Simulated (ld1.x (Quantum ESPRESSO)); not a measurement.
# Cutoff test, hydrogen (H), TM

ld1.x (Quantum ESPRESSO) 7.5 input, shortened:

```
&input
   title='H', zed=1., rel=1, dft='PBE', iswitch=3,
   config='1s1 2p-2'
 /
 &inputp
   pseudotype=2, tm=.true., lloc=0,
   nlcc=.false.
 /
2
2P  2  1  -2.00   0.05  1.05  1.05  0.0
1S  1  0   1.00   0.00  1.15  1.15  0.0
 &test
   configts(1)='1s1'
 /
```

The pseudo-atom Hamiltonian at the reference potential is diagonalised in spherical Bessel functions j_l(qr) that vanish at 20 bohr, with q² up to the cutoff. All-electron valence levels (Ry): 1s -0.4772.

How do the lowest levels (Ry) of each channel move with the cutoff, and are there ghosts?

```tsv
cutoff (Ry)	p #1	s #1	d #1	f #1	Σ f·Δε (mRy)
8	0.0294	-0.4215	0.0773	0.1194	55.8
10	0.0294	-0.4355	0.0773	0.1194	41.7
12	0.0294	-0.4464	0.0773	0.1194	30.8
15	0.0294	-0.4549	0.0773	0.1194	22.3
18	0.0294	-0.4640	0.0773	0.1194	13.2
21	0.0294	-0.4682	0.0773	0.1194	9.0
30	0.0294	-0.4742	0.0773	0.1194	3.0
35	0.0294	-0.4758	0.0773	0.1194	1.4
40	0.0294	-0.4767	0.0773	0.1194	0.6
45	0.0294	-0.4769	0.0773	0.1194	0.3
50	0.0294	-0.4770	0.0773	0.1194	0.2
400	0.0294	-0.4772	0.0773	0.1194	0.0
```

Result: no extra level below or beside the all-electron valence levels (p, s, d, f tested); 10 mRy is reached at 21 Ry and 1 mRy at 40 Ry.
